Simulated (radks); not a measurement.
Q: Radial electron density D(r) = 4 pi r^2 rho(r) of an atom or ion with 1 electrons. All-electron calculation, non-relativistic Kohn-Sham, r2SCAN, spin-polarised, spherical densities, point nucleus; meta-GGA in the generalised Kohn-Sham scheme. Program: a radial shooting solver on a logarithmic mesh with Libxc functionals.

| r (bohr) | D(r) (e/bohr) |
|---|---|
| 0.02504 | 0.01837 |
| 0.02916 | 0.02449 |
| 0.03394 | 0.03256 |
| 0.03951 | 0.04315 |
| 0.046 | 0.05698 |
| 0.05355 | 0.07491 |
| 0.06234 | 0.09799 |
| 0.07258 | 0.1274 |
| 0.08449 | 0.1646 |
| 0.09836 | 0.2110 |
| 0.1145 | 0.2679 |
| 0.1322 | 0.3326 |
| 0.154 | 0.4129 |
| 0.1792 | 0.5053 |
| 0.2086 | 0.6079 |
| 0.2429 | 0.7173 |
| 0.2828 | 0.8273 |
| 0.3292 | 0.9293 |
| 0.3832 | 1.012 |
| 0.4461 | 1.065 |
| 0.5194 | 1.074 |
| 0.6046 | 1.034 |
| 0.7039 | 0.9410 |
| 0.8195 | 0.8036 |
| 0.954 | 0.6373 |
| 1.111 | 0.4637 |
| 1.293 | 0.3054 |
| 1.505 | 0.1792 |
| 1.752 | 0.09198 |
| 2.04 | 0.04045 |
| 2.375 | 0.01489 |
| 2.765 | 0.004464 |

What is the nuclear charge?

A: Z = 2. The innermost maximum, from 1s, lies near 1/Z = 0.5 bohr (found: 0.495), and its height grows with Z. The density is that of the helium ion He+ in 1s1; the configuration itself is not fixed sharply by these data. D(r) has 1 maximum, at r = 0.495 bohr.
